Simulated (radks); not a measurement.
Coulomb parameter of the 4f shell of the holmium ion Ho+ in the model configuration [Xe] 4f9 5d2 6s1, as a second difference U = [E(n + 1) + E(n - 1) - 2 E(n)] / (1)^2 with all orbitals relaxed. "Bare": the charge of the atom changes with n. "Screened": the 5d shell takes up the change at fixed total charge, which measures U(4f,4f) + U(5d,5d) - 2 U(4f,5d). All-electron calculation, scalar-relativistic Kohn-Sham, PBE, spin-unpolarised, spherical densities, finite nucleus; Fermi nuclear charge, rms radius 5.2022 fm. Program: a radial shooting solver on a logarithmic mesh with Libxc functionals.

start: configuration [Xe] 4f9 5d2 6s1; E - E(n) (eV) 0.000
bare +1: configuration [Xe] 4f10 5d2 6s1; E - E(n) (eV) -15.129
bare -1: configuration [Xe] 4f8 5d2 6s1; E - E(n) (eV) 31.947
screened +1: configuration [Xe] 4f10 5d1 6s1; E - E(n) (eV) -10.470
screened -1: configuration [Xe] 4f8 5d3 6s1; E - E(n) (eV) 16.457

U(bare) = 16.818 eV, U(screened by 5d) = 5.987 eV, against the Slater integral F0(4f,4f) = 33.510 eV with frozen orbitals.
